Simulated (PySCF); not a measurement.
C₂H₉ClOSi₂, SMILES OCC[Si@H]([SiH3])Cl.

Coordinates come from a PBE0-D3(BJ)/def2-SVP optimisation. The structure was generated by enumeration; whether it is a known compound was not checked. The values are those of a single conformer.

These are PBE0/def2-TZVP (PySCF) values and carry that method's errors.

Isolated molecule, no solvent.

```json
{
  "total_energy": "-1195.59927 hartree",
  "highest_occupied_level": "-7.64 eV",
  "lowest_empty_level": "-0.04 eV",
  "orbital_gap": "7.60 eV",
  "dipole_moment": "3.30 D",
  "quadrupole, principal values (traceless, Buckingham form, about the centre of nuclear charge)": "-6.94, -1.94, 8.88 D·Å",
  "mean_static_polarisability": "97.0 bohr³ (14.37 Å³)",
  "polarisability_principal_values": "81.1, 96.9, 112.8 bohr³"
}
```
